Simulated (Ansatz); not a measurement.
One change: `[F][Mg-]1[O]C=CC=[O+]1` becomes `O=C/C=[CH]/[AlH2]`.

Ansatz, PBE0-D4/def2-TZVP geometries, multiplicity 1. Each molecule was computed in one conformer, which needn't be the lowest.

| property | `[F][Mg-]1[O]C=CC=[O+]1` |
| --- | --- |
| LUMO energy (B3LYP/def2-TZVPP) / eV | -2.45 |
| size of the dipole moment (PBE/def2-TZVPP) / D | 5.03 |
| size of the dipole moment (B3LYP/def2-TZVPP) / D | 5.36 |
| HOMO–LUMO gap (ωB97M-V/def2-TZVPP) / eV | 9.68 |
| HOMO energy (ωB97M-V/def2-TZVPP) / eV | -9.77 |
| HOMO–LUMO gap (PBE/def2-TZVPP) / eV | 3.48 |

(1) What does the change do to each property? (Estimate.)

## Answers

(1) Computed: 
| property | `O=C/C=[CH]/[AlH2]` | shift |
| --- | --- | --- |
| LUMO energy (B3LYP/def2-TZVPP) / eV | -2.92 | -0.47 |
| size of the dipole moment (PBE/def2-TZVPP) / D | 1.96 | -3.07 |
| size of the dipole moment (B3LYP/def2-TZVPP) / D | 2.15 | -3.21 |
| HOMO–LUMO gap (ωB97M-V/def2-TZVPP) / eV | 9.19 | -0.49 |
| HOMO energy (ωB97M-V/def2-TZVPP) / eV | -9.94 | -0.17 |
| HOMO–LUMO gap (PBE/def2-TZVPP) / eV | 2.39 | -1.09 |

With PBE0 the HOMO rises by 0.10 eV and the LUMO falls by 0.49 eV, so the gap narrows by about 0.59 eV. PBE moves the HOMO by 0.60 eV and ωB97M-V by -0.17 eV. Dipoles are sizes alone; their direction can turn.

B3LYP here is the variant with VWN-RPA as its local correlation; programs differ in this.
